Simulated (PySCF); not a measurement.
**AlCl₃: calculation against measurement**

Isolated AlCl₃, optimised in PySCF with density fitting and no spin–orbit coupling; def2 sets carry scalar-relativistic core potentials from Rb on. It is a singlet of D3h symmetry: PBE0/def2-TZVP Al–Cl 2.070 Å (×3).

Counting electrons, aluminium keeps none of its valence electrons outside its bonds, so the VSEPR class is AX3 and the expected shape is trigonal planar (D3h), as computed.

Measured fundamentals (Shimanouchi, Tables of Molecular Vibrational Frequencies (1972), as compiled in the NIST Chemistry WebBook) beside computed harmonic wavenumbers, in cm⁻¹:

| mode as compiled | computed symmetry | measured | rating (A best; medium not stated) | PBE0/def2-TZVP |
| --- | --- | --- | --- | --- |
| a1 sym str | a1' | 375 | C | 387 |
| a1 sym deform | a2'' | 183 | C | 203 |
| e deg str | e' | 595 | C | 626 |
| e deg deform | e' | 150 | C | 144 |

Problem. How close does the calculation come?

Solution. Mean absolute differences: PBE0/def2-TZVP 5.7 %. The mean ratio of measured to computed values at PBE0/def2-TZVP is 0.965. Harmonic values should lie a little above fundamentals. The compilation assumed C3 symmetry, so its labels differ from the computed ones.

Problem. The tabulated gas-phase entropy at 298.15 K and 1 bar is 314.44 J/(mol K) (Chase, 1998, NIST Chemistry WebBook). What do rigid-rotor harmonic-oscillator sums give?

Solution. PBE0/def2-TZVP 313.2 J/(mol K).

Problem. ΔfH°(298 K) is -584.59 kJ/mol (Chase, 1998, NIST Chemistry WebBook), and for the gaseous atoms Al 330.9, Cl 121.3 kJ/mol (tabulated in the package mendeleev). Compare the atomisation enthalpy with the calculations.

Solution. From the tables it is 330.9 + 3 × 121.3 − (-584.6) = 1279 kJ/mol. To a computed De one adds −ZPE (-12.7), the atoms' spin–orbit lowering from NIST levels (-11.4) and the thermal terms (9.3), all taken at PBE0/def2-TZVP.
```csv
level,De (kJ/mol),ΔatH°(298 K),computed − tabulated
PBE0/def2-TZVP,1278,1263,-16
```
